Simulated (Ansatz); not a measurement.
C2H10NNbO4 (`C[N](C)[Nb]([OH])([OH])([OH])[OH]`), relaxed with RKS PBE-D4/def2-SVP in Ansatz from a rough embedded geometry. The force threshold is 0.03 eV/Å; the program also tests the step.

Total charge 0; spin multiplicity 1. Nb: def2 effective core potential.

Start:

```xyz
18

C    -1.819   -0.395    0.550
N    -0.897   -0.788   -0.486
C    -0.547   -2.170   -0.327
Nb    0.777    0.838    0.133
O    -0.227    2.730    0.529
O     2.924    1.196   -0.200
O     0.022    0.940   -1.780
O     1.907   -0.288    1.539
H    -2.689   -0.982    0.535
H    -2.053    0.720    0.342
H    -1.214   -0.395    1.499
H     0.542   -2.365   -0.367
H    -1.003   -2.679   -1.193
H    -0.998   -2.594    0.567
H    -0.010    3.661    0.251
H     3.127    2.120   -0.527
H     0.421    1.651   -2.374
H     1.737   -1.201    1.310
```

```tsv
step	energy (eV)	largest force (eV/Å)	largest move (Å)
1	-13444.8927	3.407	0.000
2	-13447.2690	2.060	0.195
3	-13448.6234	1.065	0.195
4	-13449.1728	0.940	0.195
5	-13449.3713	0.661	0.195
6	-13449.5081	0.727	0.193
7	-13449.6301	0.503	0.200
8	-13449.7354	0.426	0.200
9	-13449.8251	0.721	0.195
10	-13449.9111	0.862	0.195
11	-13449.9755	1.076	0.195
13	-13450.0924	0.761	0.192
15	-13450.1569	0.211	0.200
17	-13450.1785	0.344	0.200
19	-13450.1947	0.273	0.104
21 (rejected)	-13450.1944	0.280	0.100
23	-13450.2011	0.063	0.053
25	-13450.2018	0.019	0.016
27	-13450.2036	0.165	0.060
29	-13450.2048	0.008	0.031
30	-13450.2050	0.029	0.032
```

End:

```xyz
18

C    -1.960   -0.458    0.604
N    -0.625   -0.682    0.088
C    -0.378   -2.009   -0.442
Nb    0.765    0.706    0.116
O     0.222    2.406    0.899
O     2.479    0.198   -0.668
O     0.353    1.517   -1.636
O     1.550    0.266    1.821
H    -2.733   -0.587   -0.191
H    -2.057    0.569    1.009
H    -2.200   -1.170    1.429
H     0.668   -2.100   -0.797
H    -1.052   -2.237   -1.302
H    -0.540   -2.792    0.336
H    -0.122    3.030    0.232
H     2.534    0.422   -1.616
H     0.769    2.247   -2.125
H     2.327    0.675    2.243
```

Hardware: 4 threads of an AMD EPYC 7R13 on a shared host and a share of an NVIDIA H100 80 GB. Wall time 31 s, peak host memory 0.86 GiB.
